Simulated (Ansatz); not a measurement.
Relaxed structures of SiNH₄Te (charge +1), closed shell (PBE0-D4/def2-TZVP; forces vanish, vibrations not checked; lower isomers may exist, and structures with a doubtful reference or unclear bonds are left out; Å). Ansatz 0.2.0; basis: def2-TZVPP; cores frozen in the correlated methods. Filled d shells of the heavier atoms are correlated. Core potentials replace the inner electrons of the atoms past krypton. The def2 sets are not built for correlating such inner shells, so the correlated values are less sure here.

(1) Rank them by CCSD(T) energy, lowest first, and give each one's height above the lowest. Links in brackets join atoms within 1.22 times the sum of their covalent radii (1.1 for two metals). (To be estimated.)
A.
SiNH₄Te ([NH2]1[SiH2][Te]1), total charge +1
```
7
angstrom
N -0.6807 0.0737 -0.5477
Te -1.0498 -1.5008 0.9222
Si 0.7987 0.0203 0.5257
H -0.6217 -0.2616 -1.5055
H -1.3241 0.8580 -0.4825
H 0.9063 1.2541 1.3199
H 1.9713 -0.4438 -0.2321
```
B.
SiNH₄Te ([NH]1[SiH2][TeH]1), total charge +1
```
7
angstrom
N -0.4594 -0.0188 -0.3634
Te -0.7693 -0.8545 1.4753
Si 0.9450 0.6456 0.3155
H -0.6727 -0.5451 -1.1998
H 0.2601 -2.1648 1.3136
H 0.8621 2.0493 0.7424
H 2.2643 0.0206 0.1105
```
C.
SiNH₄Te ([NH2][SiH][TeH]), total charge +1
```
7
angstrom
N -0.5888 0.4920 -0.8892
Te -1.7042 -2.0479 1.3464
Si -0.3024 -0.2893 0.5358
H 0.0110 1.2347 -1.2246
H -1.3558 0.2981 -1.5174
H 0.8861 0.1899 1.2594
H -0.6677 -2.1031 2.6435
```

T1 diagnostic: at most 0.014.

## Answers

(1) Computed: C (0.00 kcal/mol), A (14.14 kcal/mol), B (37.86 kcal/mol). Heights count from the lowest.

For scale, one of the runs: CCSD(T)/def2-TZVPP, 179 basis functions, launched by `ansatz run in.yaml --threads 2 --pin off --events-out ev --progress --plain --max-ram 4352MiB`. Hardware: 2 CPU threads of an Arm Neoverse V2, shared host. Wall time 51 s; peak host memory 1.8 GiB.
